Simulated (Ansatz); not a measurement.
Geometry optimisation, RKS B3LYP-D4/6-31G* (Ansatz 0.2.0).

input.yaml

```yaml
crystal:
  periodic: [false, false, false]
  atoms:
    - { symbol: Al, position_ang: [-0.097032, -0.161446, -0.160347] }
    - { symbol: H, position_ang: [-0.133735, -0.510396, 1.371059] }
    - { symbol: "N", position_ang: [1.516466, 0.099001, -0.898848] }
    - { symbol: H, position_ang: [2.365191, -0.342536, -0.555184] }
    - { symbol: H, position_ang: [1.647877, 0.411506, -1.855283] }
    - { symbol: "N", position_ang: [-1.599768, -0.157737, -1.108615] }
    - { symbol: H, position_ang: [-2.518304, -0.104169, -0.686467] }
    - { symbol: H, position_ang: [-1.6615, -0.002795, -2.106056] }
    - { symbol: O, position_ang: [0.050018, 2.160465, 1.684112] }
    - { symbol: H, position_ang: [0.971741, 2.347778, 1.436364] }
    - { symbol: H, position_ang: [0.091246, 1.228327, 2.016965] }
basis:
  gaussian: { orbitals: "6-31G*" }
hamiltonian:
  xc: b3lyp
  dispersion: d4
relax:
  f_tol: 0.03
  max_steps: 50
```

Command:

```bash
$ ansatz run input.yaml --threads 1 --pin off --max-ram 2048MiB --backend cpu --events-out ev --progress --plain --runs-dir out
```

**Question.** Where does it end, and by what steps?

**Answer.** It converged. After 14 steps the energy has fallen by 0.639 eV; H10 moved furthest, 1.02 Å. Joined: Al1–O9 (2.97 → 2.05 Å).

```csv
step,energy less start (eV),largest force component (eV/Å),accepted
0,0.0000,0.872,yes
1,-0.0235,1.985,yes
2,-0.1558,1.977,yes
3,-0.3781,1.508,yes
4,-0.4873,0.604,yes
5,-0.5467,0.392,yes
6,-0.5842,0.739,yes
7,-0.6179,0.751,yes
8,-0.6321,0.241,yes
9,-0.6265,0.585,no
10,-0.6370,0.044,yes
11,-0.6382,0.069,yes
12,-0.6388,0.034,yes
13,-0.6389,0.038,yes
14,-0.6390,0.010,yes
```

```xyz
11
Properties=species:S:1:pos:R:3
Al -0.170 -0.044 0.123
H -0.185 -1.030 1.378
N 1.499 0.406 -0.583
H 2.282 -0.203 -0.363
H 1.575 0.642 -1.570
N -1.570 -0.036 -0.997
H -2.509 -0.294 -0.720
H -1.597 0.432 -1.895
O 0.084 1.745 1.092
H 0.980 1.724 0.629
H 0.242 1.627 2.044
```

Whether the end is a true minimum wasn't checked by a vibrational analysis.

The run took 51 s on 1 thread of Arm Neoverse V2, with other jobs on the host, peak memory 0.15 GiB.
